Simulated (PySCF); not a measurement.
Run record: excited-state job, `BrC=C1CCC1`.

Method: TDDFT CAM-B3LYP/def2-SVPD, vertical, gas phase, core orbitals frozen in the response (PySCF 2.14.0, density-fitted response routines). Geometry: GFN2-xTB. A driver script takes a list of jobs; this job's settings line and coordinates (Å) are shown.

Input:
```
{"job": {"kind": "uv", "xc": "CAM-B3LYP", "basis": "def2-SVPD", "nstates": 8, "ntriplets": 3}, "charge": 0, "multiplicity": 1}
Br     2.969273     1.464053     0.444122
C      1.944160    -0.042539    -0.104514
C      0.628958    -0.043838    -0.046163
C     -0.395817     0.958140     0.394974
C     -1.495866    -0.061787     0.042730
C     -0.415218    -1.065161    -0.404904
H      2.545099    -0.865320    -0.454921
H     -0.329988     1.229195     1.448276
H     -0.404323     1.874522    -0.194634
H     -2.164638     0.258158    -0.752340
H     -2.087110    -0.393630     0.892364
H     -0.362636    -1.983088     0.179119
H     -0.436283    -1.328218    -1.461837
```

Q: Give the output.

A: 
```
coarse grid: 50536 points
cycle   1  E = -2768.3948073395  dE = -1.439e-01  |g| = 2.725e-01  |ddm| = 6.569e+00
cycle   2  E = -2768.4045180188  dE = -9.711e-03  |g| = 2.144e-01  |ddm| = 1.267e+00
cycle   3  E = -2768.4143575373  dE = -9.840e-03  |g| = 7.766e-02  |ddm| = 5.876e-01
cycle   4  E = -2768.4158270676  dE = -1.470e-03  |g| = 1.556e-02  |ddm| = 1.569e-01
cycle   5  E = -2768.4158808487  dE = -5.378e-05  |g| = 4.931e-03  |ddm| = 4.843e-02
cycle   6  E = -2768.4158873731  dE = -6.524e-06  |g| = 8.458e-04  |ddm| = 1.473e-02
final grid: 106720 points
cycle   7  E = -2768.4158361140  dE = -2.038e-07  |g| = 7.278e-04  |ddm| = 6.399e-03
cycle   8  E = -2768.4158360982  dE =  1.582e-08  |g| = 8.334e-04  |ddm| = 3.186e-03
cycle   9  E = -2768.4158362593  dE = -1.611e-07  |g| = 8.285e-05  |ddm| = 1.495e-03
cycle  10  E = -2768.4158362613  dE = -2.070e-09  |g| = 3.924e-05  |ddm| = 2.312e-04
cycle  11  E = -2768.4158362620  dE = -6.166e-10  |g| = 9.153e-06  |ddm| = 1.663e-04
converged SCF energy = -2768.4158362620

Static polarisability (au): isotropic 80.116, principal 59.319 72.927 108.102

Singlet excitations
state   eV       nm        f      main configurations
  1   5.5581    223.1   0.00107   H->L 0.83, H->L+7 0.09
  2   6.3564    195.1   0.32048   H->L+1 0.95
  3   6.6257    187.1   0.00554   H-1->L 0.84
  4   6.6498    186.4   0.00947   H->L+2 0.71, H->L+3 0.23
  5   7.0279    176.4   0.00002   H-1->L+1 0.93
  6   7.2349    171.4   0.00089   H->L+3 0.66, H->L+2 0.19
  7   7.5870    163.4   0.01397   H->L+4 0.60, H->L+7 0.11
  8   7.6045    163.0   0.00554   H-2->L+1 0.77

Triplet excitations (Tamm-Dancoff, eV): 4.0808 5.0646 5.9553
```

The SCF starts on a coarse grid where the log names one; the energy can jump when the final grid takes over, and dE then counts from the start density on the new grid. H and L stand for HOMO and LUMO; the number after each pair is its weight.

Q: Give the mean polarisability as a volume in Å³, and the ratio of the largest to the smallest principal value.

A: 80.116 au × 0.148185 = 11.87 Å³; 108.102/59.319 = 1.82.

Summary of the converged run: HOMO -8.14 eV, LUMO 0.97 eV; lowest singlet 5.56 eV; lowest triplet 4.08 eV (Tamm–Dancoff); mean polarisability 80.1 au.

 Relativistic effects, spin–orbit coupling among them, are left out although an element past zinc is present.

Q: How long does this job take on an Arm Neoverse V2 with one thread (shared host)?

A: About 36 s.
Labels such as C1 count atoms from 1, the log's own numbers from 0.
